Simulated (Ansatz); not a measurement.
Calculated with Ansatz (gas phase, PBE0-D4/def2-TZVP geometries, no zero-point term in ΔE). CCSD(T)/CBS is the MP2 limit (def2-TZVPP, def2-QZVPP) plus CCSD(T) − MP2 in def2-TZVPP, frozen cores. This one scheme is used for every species. DFT in def2-TZVPP. def2 core potentials past Kr. For In outer-core shells are correlated without core-valence functions, which leaves a few kJ/mol of doubt a bond. One conformer a species, not always the lowest.

Reaction (substitution at a C–In bond): `C=C[CH2][InH][Cl]` + `OB(O)O` → `C=CCOB(O)O` + `[Cl][InH2]`

`C=C[CH2][InH][Cl]`:

Cartesian coordinates in Å:
```
C 1.509 1.178 0.115
C 0.595 0.383 0.669
C 0.212 -0.964 0.183
In -1.637 -0.650 -0.887
Cl -3.353 -0.098 0.630
H 2.087 0.866 -0.750
H 1.715 2.161 0.518
H 0.046 0.747 1.535
H 0.002 -1.657 0.998
H 0.953 -1.395 -0.490
H -2.131 -0.571 -2.521
```

`OB(O)O`:

Cartesian coordinates in Å:
```
O 0.527 -0.423 -1.187
B 0.000 0.000 0.000
O -0.867 -0.801 0.687
O 0.341 1.225 0.501
H 0.213 -1.296 -1.433
H -1.167 -0.395 1.503
H 0.954 1.692 -0.070
```

`C=CCOB(O)O`:

Z-matrix (Å, degrees):
```
C
C 1 1.489
O 1 1.420 2 109.5
H 1 1.095 2 110.3 3 -120.6
H 1 1.096 2 110.2 3 120.6
C 2 1.324 1 124.1 3 127.3
H 2 1.088 1 115.6 3 -53.8
B 3 1.362 1 121.2 2 152.8
H 6 1.084 2 121.7 1 177.8
H 6 1.086 2 121.3 1 -1.9
O 8 1.368 3 119.4 1 179.3
O 8 1.366 3 120.9 1 -0.8
H 11 0.960 8 111.8 3 -0.2
H 12 0.960 8 111.8 3 -179.2
```

`[Cl][InH2]`:

Cartesian coordinates in Å:
```
Cl 1.988 0.201 -0.588
In -0.248 -0.025 0.073
H -0.569 -1.544 0.778
H -1.171 1.369 -0.263
```

CCSD(T)/CBS gives +0.89 eV.

Q: Another level gave +0.82 eV. Which?
A. MP2/def2-TZVPP
B. PBE0-D4/def2-TZVPP
C. HF/def2-TZVPP
D. SCS-MP2/def2-TZVPP

A: B. PBE0-D4 0.82, SCS-MP2/def2-TZVPP 0.87, HF/def2-TZVPP 0.57, MP2/def2-TZVPP 0.98 eV.

Largest T1 diagnostic among the species: 0.014.

In def2-TZVPP, CCSD(T) changes the Hartree–Fock value by +0.26 eV (the triples alone add +0.03 eV) and MP2 by +0.41 eV. The D4 term adds +0.03 eV with B3LYP and +0.02 eV with PBE0; it sums over pairs of atoms, weighted by their polarisabilities, and B3LYP, whose exchange is more repulsive, gets the larger term.

B3LYP here is the variant with VWN-RPA as its local correlation; programs differ in this.
